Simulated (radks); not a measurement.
Results of a calculation; reference values are marked as such.
Orbital eigenvalues (eV) of the fluorine ion F2+, [He] 2s2 2p3, at several levels of relativity; Dirac values are averaged over j with weights 2j + 1. Spin-unpolarised spherical Kohn-Sham, PBE, point nucleus unless stated (finite: rms radius 2.8976 fm), a radial shooting solver on a logarithmic mesh with Libxc functionals. A level marked "c x" has the speed of light scaled by that factor and shares open shells by 2j + 1; other Dirac levels either fill j = l - 1/2 first or share by 2j + 1.

shell  non-rel.  scalar-rel.  Dirac, 2j+1 shares, finite nucleus  Dirac, c x 3  change of magnitude, last against first (%)
1s      -709.52      -710.26                             -710.23       -709.60                                        +0.01
2s      -67.892      -67.992                             -67.990       -67.903                                        +0.02
2p      -49.009      -49.003                             -49.001       -49.008                                        0.00
